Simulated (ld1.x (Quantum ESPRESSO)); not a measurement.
**What the settings do to the TM potential of Sr**

Base potential:

```json
{
 "Element": "Sr",
 "Generator": "ld1.x (Quantum ESPRESSO) 7.5",
 "Type": "norm-conserving Troullier–Martins (Kleinman–Bylander form)",
 "Functional": "PBE",
 "Relativity": "scalar-relativistic",
 "Frozen core": "[Kr]",
 "Valence charge": "2",
 "Reference configuration": "4d1 5s1 5p0",
 "Partial waves": "5s (bound): rc 3.75 bohr; 5p (bound, empty): rc 3.10 bohr; 4d (bound): rc 4.00 bohr",
 "Local potential": "all-electron potential smoothed inside 3.95 bohr (lloc = -1)",
 "Core correction": "none"
}
```

All-electron outer shells of the reference configuration (PBE, scalar-relativistic, ld1.x):

| shell | level (eV) | outermost node (bohr) | outermost maximum (bohr) |
| --- | --- | --- | --- |
| 4s | -39.92 | 0.59 | 1.19 |
| 4p | -21.93 | 0.61 | 1.33 |
| 5s | -3.29 | 1.66 | 3.76 |
| 5p | -1.22 | 1.98 | 5.14 |
| 4d | -0.91 | 0.65 | 2.23 |

Cutoffs, loose and tight: the cutoffs (Ry, on a coarse ladder) from which the occupation-weighted sum of valence levels, in a spherical-Bessel basis at the reference potential, stays within 10 and 1 mRy of its value at 400 Ry. They do not see the model core or the augmentation charge, which bear on the density cutoff. Test errors are all-electron minus pseudo excitation energies from the reference, over the configurations 4d0 5s2 5p0; 4d0 5s1 5p0; 4d0 5s1.5 5p0; 4d0.5 5s1.5 5p0; 4d0 5s0 5p1; 4d1 5s0 5p0; 4d0 5s0 5p2. A dash means not determined; rows that change the core or the reference have their own tests. The largest error is taken over the tests solved by every variant that gives reliable tests at all: 4d0 5s1.5 5p0; 4d0 5s2 5p0; 4d0.5 5s1.5 5p0; 4d1 5s0 5p0.

A true bound ghost makes a file unfit for plane-wave use even where its test errors are small: the radial tests pick states by their node count and pass the ghost by. Where a test does run into it, the solver fails or the error is huge.

| change | outcome | cutoff, loose | cutoff, tight | bound ghosts | largest test error (meV) |
| --- | --- | --- | --- | --- | --- |
| base | generated | 10 Ry | 12 Ry | p | +130 |
| local potential all-electron potential smoothed inside 1.56 bohr (lloc = -1) | generated | 10 Ry | 12 Ry | s, p | +131 |
| local potential all-electron potential smoothed inside 1.94 bohr (lloc = -1) | generated | 8 Ry | 10 Ry | s, d, p | +130 |
| local potential all-electron potential smoothed inside 2.26 bohr (lloc = -1) | generated | 8 Ry | 12 Ry | s, p | +130 |
| local potential all-electron potential smoothed inside 2.82 bohr (lloc = -1) | generated | 8 Ry | 12 Ry | s | +130 |
| local potential all-electron potential smoothed inside 3.10 bohr (lloc = -1) | generated | 8 Ry | 12 Ry | none | +132 |
| local potential all-electron potential smoothed inside 3.48 bohr (lloc = -1) | generated | 8 Ry | 12 Ry | none | +130 |
| local potential all-electron potential smoothed inside 3.82 bohr (lloc = -1) | generated | 10 Ry | 12 Ry | p | +130 |
| local potential all-electron potential smoothed inside 4.26 bohr (lloc = -1) | generated | 10 Ry | 12 Ry | none | +130 |
| local potential all-electron potential smoothed inside 4.60 bohr (lloc = -1) | generated | 10 Ry | 12 Ry | none | +130 |

Reading the sweep of the rcloc (base included, trends over the rows without a ghost): The loose cutoff stays near 10 Ry. Bound ghosts are found at 1.56, 1.94, 2.26, 2.82, 3.82, 3.95 bohr.
